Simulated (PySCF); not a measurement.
C₇H₈N (doublet state).
Atom-mapped SMILES: `[CH:1]#[C:2][C:3]#[C:4][C@H:5]([CH3:6])[CH:7][NH2:8]` (hydrogens: H9 on C1; H10 on C5; H11, H12, H13 on C6; H14 on C7; H15, H16 on N8)

Geometry (GFN2-xTB, Å), atoms numbered from 1 in this order:
```xyz
16
C7H8N angstrom
C      4.1524   -0.7456   -0.4365
C      2.9809   -0.6382   -0.1688
C      1.6662   -0.5198    0.1388
C      0.4950   -0.4702    0.4484
C     -0.9143   -0.2061    0.6933
C     -1.7875   -1.3539    0.1768
C     -1.1707    1.0789   -0.0184
N     -1.0299    2.2981    0.6187
H      5.1687   -0.8393   -0.6742
H     -1.0767   -0.0783    1.7719
H     -1.6340   -1.4912   -0.8913
H     -2.8366   -1.1281    0.3527
H     -1.5325   -2.2818    0.6846
H     -1.1920    1.0915   -1.0940
H     -0.6920    2.2495    1.5695
H     -0.6045    3.0433    0.0845
```

The hyperfine couplings belong to this conformer and change with its torsions.

The calculation used PySCF 2.14.0, UKS B3LYP, pcH-1 on C H N, non-relativistic, mean-field spin-orbit, GIAO. The structure is a single GFN2-xTB conformer in the gas phase; no vibrational or solvent corrections. The geometry wasn't refined by DFT: couplings that depend on bond lengths, twists or pyramidal angles can differ widely from those at the functional's own minimum. Stability of the SCF solution: not tested.

(1) Where do the isotropic ENDOR lines of N8, H14, H10, H15/H16 and H9 fall at 348.4 mT, to first order?

(2) Which pairs are centred on the nuclear Larmor frequency, and which on half the coupling?

(3) At what field would the lower line of H10 fall to zero frequency?

## Answers

(1) For S = 1/2 in fast tumbling each set of equivalent nuclei gives two lines, ν± = |νn ± a/2| to first order, with νn = g_N μN B/h and μN/h = 7.62259 MHz/T.

```json
{"nuclei": "N8", "isotope": "14N", "g_N": "0.4038", "νn (MHz)": "1.07", "a_iso (MHz)": "33.36", "lower line (MHz)": "15.61", "upper line (MHz)": "17.75"}
{"nuclei": "H14", "isotope": "1H", "g_N": "5.5857", "νn (MHz)": "14.83", "a_iso (MHz)": "-48.94", "lower line (MHz)": "9.64", "upper line (MHz)": "39.30"}
{"nuclei": "H10", "isotope": "1H", "g_N": "5.5857", "νn (MHz)": "14.83", "a_iso (MHz)": "18.52", "lower line (MHz)": "5.57", "upper line (MHz)": "24.09"}
{"nuclei": "H15/H16", "isotope": "1H", "g_N": "5.5857", "νn (MHz)": "14.83", "a_iso (MHz)": "14.71", "lower line (MHz)": "7.48", "upper line (MHz)": "22.19"}
{"nuclei": "H9", "isotope": "1H", "g_N": "5.5857", "νn (MHz)": "14.83", "a_iso (MHz)": "-5.42", "lower line (MHz)": "12.12", "upper line (MHz)": "17.54"}
```

(2) Centred on νn, since |a| < 2νn: H10, H15/H16 and H9. Centred on |a|/2 and split by 2νn: N8 and H14.

(3) Where νn = |a|/2, that is B = 9.26 MHz/(5.5857 × 7.62259 MHz/T) = 217 mT, as far as first order holds there.

Means are taken over nuclei equivalent by connectivity, which assumes that they swap fast. The 1H value of +14.7 MHz is a mean of couplings from -2.8 to 32.2 MHz in this one geometry, not an average over conformers.

The largest Mulliken spin populations are on C7 (+0.80), N8 (+0.16), C3 (+0.09) and C1 (+0.07). The angles at C7 add up to 357.8°, so it is nearly planar; its axial dipolar tensor and the negative coupling of its proton fit spin in a p orbital normal to that plane.

Time: 58 s (with the writing of density and orbital grids); peak memory 0.97 GiB. Hardware: Arm Neoverse V2, one thread, no GPU, on a shared host.
